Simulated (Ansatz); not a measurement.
Steps of a relaxation of FH$_{3}$InOSi, SMILES `[F][In][O][SiH3]` radical with UKS PBE0-D4/def2-TZVP.

```sh
$ ansatz run in.yaml --threads 4 --pin off --events-out ev --progress --plain --max-ram 10444MiB
```

```yaml
crystal:
  periodic: [false, false, false]
  atoms:
    - {symbol: F, position_ang: [-0.171750, -2.283760, 1.870880]}
    - {symbol: In, position_ang: [-0.793720, -2.414970, -0.138370]}
    - {symbol: O, position_ang: [-0.434720, -0.346590, -0.925360]}
    - {symbol: Si, position_ang: [0.226050, 0.921260, -0.260260]}
    - {symbol: H, position_ang: [-0.012040, 1.837900, -1.419890]}
    - {symbol: H, position_ang: [-0.486920, 1.470200, 0.901770]}
    - {symbol: H, position_ang: [1.673110, 0.815960, -0.028750]}
basis:
  gaussian: {orbitals: def2-TZVP}
magnetization: {spin_polarized: true, initial_magnetization: 1}
hamiltonian: {xc: pbe0, dispersion: d4}
relax: {f_tol: 0.005, max_steps: 150}
```

Positions (Å) and forces (eV/Å) along the path, 17 of 17 steps:

```xyz
7
step=1 energy=-17859.4665 eV
F    -0.172   -2.284    1.871   -0.556   -0.224   -1.704
In   -0.794   -2.415   -0.138    0.936    1.971    1.254
O    -0.435   -0.347   -0.925   -1.291   -3.854   -0.226
Si    0.226    0.921   -0.260    0.382    1.669   -0.132
H    -0.012    1.838   -1.420    0.212    0.423    0.125
H    -0.487    1.470    0.902   -0.019    0.047    0.421
H     1.673    0.816   -0.029    0.336   -0.032    0.262
7
step=2 energy=-17860.1130 eV
F    -0.177   -2.259    1.817   -0.067   -0.030   -0.216
In   -0.723   -2.243   -0.081    0.077    0.161    0.135
O    -0.465   -0.442   -0.927   -0.447   -1.388   -0.049
Si    0.189    0.889   -0.313    0.335    1.405   -0.202
H     0.007    1.885   -1.427    0.149    0.034    0.330
H    -0.467    1.399    0.920   -0.115   -0.069    0.031
H     1.636    0.771    0.011    0.068   -0.113   -0.029
7
step=3 energy=-17860.1677 eV
F    -0.185   -2.306    1.826    0.056   -0.030    0.208
In   -0.716   -2.249   -0.050   -0.091   -0.181   -0.114
O    -0.464   -0.479   -0.898   -0.029    0.039   -0.120
Si    0.183    0.914   -0.348    0.131    0.318    0.079
H     0.037    1.955   -1.410    0.008   -0.091    0.073
H    -0.484    1.399    0.895   -0.053   -0.025   -0.057
H     1.631    0.767   -0.015   -0.022   -0.031   -0.070
7
step=4 energy=-17860.1733 eV
F    -0.190   -2.344    1.843    0.005   -0.016    0.023
In   -0.719   -2.257   -0.044    0.001    0.069   -0.048
O    -0.461   -0.473   -0.893    0.001   -0.044    0.035
Si    0.189    0.929   -0.346    0.006    0.018   -0.008
H     0.043    1.962   -1.407   -0.009   -0.018   -0.006
H    -0.503    1.411    0.884    0.025   -0.012   -0.011
H     1.640    0.771   -0.037   -0.029    0.003    0.015
7
step=5 energy=-17860.1740 eV
F    -0.192   -2.360    1.846   -0.003   -0.007   -0.011
In   -0.719   -2.252   -0.042   -0.001    0.014   -0.001
O    -0.459   -0.471   -0.890    0.008   -0.003    0.017
Si    0.190    0.933   -0.349   -0.001   -0.015    0.006
H     0.041    1.960   -1.414   -0.003   -0.005   -0.007
H    -0.498    1.414    0.882    0.002    0.007   -0.003
H     1.638    0.776   -0.034   -0.001    0.007   -0.001
7
step=6 energy=-17860.1744 eV
F    -0.185   -2.378    1.843    0.000   -0.003   -0.001
In   -0.743   -2.245   -0.034   -0.005   -0.008   -0.004
O    -0.443   -0.475   -0.888    0.002    0.008    0.013
Si    0.193    0.935   -0.349    0.006   -0.008   -0.007
H     0.038    1.957   -1.419   -0.003    0.000   -0.002
H    -0.501    1.416    0.878    0.000    0.004   -0.002
H     1.641    0.790   -0.031    0.000    0.007    0.002
7
step=7 energy=-17860.1747 eV
F    -0.176   -2.412    1.838   -0.007    0.000   -0.021
In   -0.776   -2.240   -0.023    0.010    0.012    0.010
O    -0.422   -0.480   -0.880    0.005    0.000    0.019
Si    0.199    0.940   -0.351   -0.012   -0.015   -0.002
H     0.032    1.952   -1.429    0.006   -0.003    0.000
H    -0.504    1.425    0.871   -0.003    0.003    0.001
H     1.647    0.816   -0.026    0.001    0.002   -0.007
7
step=8 energy=-17860.1748 eV
F    -0.177   -2.427    1.837   -0.003    0.002   -0.010
In   -0.782   -2.238   -0.021    0.002   -0.009    0.007
O    -0.418   -0.481   -0.874    0.004    0.013    0.010
Si    0.199    0.943   -0.351   -0.002   -0.008   -0.010
H     0.033    1.949   -1.433   -0.002    0.002    0.000
H    -0.505    1.431    0.869   -0.001    0.003    0.000
H     1.648    0.823   -0.028    0.002   -0.002    0.002
7
step=9 energy=-17860.1749 eV
F    -0.180   -2.432    1.836   -0.003   -0.004   -0.004
In   -0.774   -2.246   -0.026    0.006    0.006    0.006
O    -0.423   -0.479   -0.864   -0.004   -0.005   -0.005
Si    0.199    0.945   -0.350    0.000    0.000    0.005
H     0.034    1.947   -1.437    0.000    0.001   -0.001
H    -0.502    1.442    0.868    0.001    0.002   -0.002
H     1.648    0.823   -0.028    0.000    0.000    0.000
7
step=10 energy=-17860.1749 eV
F    -0.185   -2.439    1.838    0.001   -0.001    0.003
In   -0.763   -2.249   -0.028    0.000    0.000   -0.002
O    -0.431   -0.476   -0.859   -0.001   -0.003   -0.002
Si    0.198    0.947   -0.350   -0.005    0.007    0.003
H     0.035    1.947   -1.439    0.003   -0.002   -0.004
H    -0.500    1.451    0.867    0.003   -0.002    0.002
H     1.647    0.819   -0.029   -0.001   -0.001    0.001
7
step=11 energy=-17860.1749 eV rejected
F    -0.187   -2.443    1.839    0.002    0.001    0.002
In   -0.753   -2.253   -0.031    0.000    0.006   -0.006
O    -0.440   -0.472   -0.855   -0.004   -0.004    0.001
Si    0.195    0.949   -0.350    0.010   -0.006    0.007
H     0.040    1.946   -1.443   -0.004    0.000    0.003
H    -0.498    1.459    0.868   -0.005    0.003   -0.006
H     1.643    0.815   -0.028    0.002    0.000   -0.002
7
step=12 energy=-17860.1749 eV
F    -0.184   -2.439    1.838    0.001    0.000    0.000
In   -0.759   -2.250   -0.029    0.000    0.002   -0.001
O    -0.436   -0.474   -0.858   -0.002   -0.002    0.001
Si    0.196    0.947   -0.349    0.001    0.000   -0.001
H     0.038    1.946   -1.441    0.000    0.000    0.000
H    -0.500    1.454    0.867    0.000    0.000    0.000
H     1.645    0.816   -0.028   -0.001    0.000    0.001
7
step=13 energy=-17860.1749 eV
F    -0.183   -2.441    1.837    0.001    0.000    0.000
In   -0.754   -2.252   -0.031    0.000    0.002    0.000
O    -0.442   -0.472   -0.855   -0.001   -0.001    0.001
Si    0.195    0.948   -0.349    0.002   -0.001    0.000
H     0.041    1.945   -1.442    0.000    0.000    0.001
H    -0.500    1.460    0.866   -0.001    0.001   -0.001
H     1.643    0.813   -0.026   -0.001    0.000    0.000
7
step=14 energy=-17860.1749 eV
F    -0.178   -2.442    1.836    0.000    0.000   -0.001
In   -0.752   -2.253   -0.031    0.000    0.001    0.001
O    -0.448   -0.470   -0.854    0.000    0.002    0.001
Si    0.193    0.949   -0.348    0.003   -0.003   -0.001
H     0.046    1.944   -1.444   -0.001    0.000    0.002
H    -0.502    1.464    0.865   -0.002    0.001   -0.002
H     1.641    0.808   -0.023   -0.001    0.000    0.000
7
step=15 energy=-17860.1750 eV
F    -0.159   -2.444    1.830   -0.001    0.000   -0.005
In   -0.752   -2.252   -0.032    0.001    0.001    0.004
O    -0.464   -0.465   -0.851    0.003    0.007    0.003
Si    0.190    0.949   -0.347    0.000   -0.008   -0.002
H     0.060    1.941   -1.449    0.000   -0.003    0.004
H    -0.508    1.477    0.859   -0.001    0.001   -0.002
H     1.633    0.794   -0.010   -0.002    0.001   -0.002
7
step=16 energy=-17860.1750 eV
F    -0.148   -2.445    1.826    0.000    0.000   -0.003
In   -0.755   -2.251   -0.031    0.000    0.002    0.001
O    -0.470   -0.463   -0.850    0.004    0.007    0.006
Si    0.188    0.949   -0.346    0.001   -0.005   -0.006
H     0.068    1.939   -1.450   -0.001   -0.003    0.004
H    -0.513    1.483    0.855    0.001   -0.001   -0.002
H     1.630    0.789   -0.004   -0.004    0.000    0.001
7
step=17 energy=-17860.1750 eV
F    -0.133   -2.447    1.821   -0.001    0.000   -0.003
In   -0.761   -2.248   -0.028    0.001    0.002    0.001
O    -0.475   -0.462   -0.849    0.003    0.005    0.005
Si    0.187    0.949   -0.346   -0.001   -0.004   -0.001
H     0.076    1.937   -1.453    0.000   -0.004    0.003
H    -0.518    1.489    0.850    0.001    0.000   -0.003
H     1.625    0.783    0.005   -0.003    0.001   -0.002
```

It took 33 s on 4 threads of an Intel Xeon 6975P-C on a shared host, with 0.54 GiB of host memory at the peak.
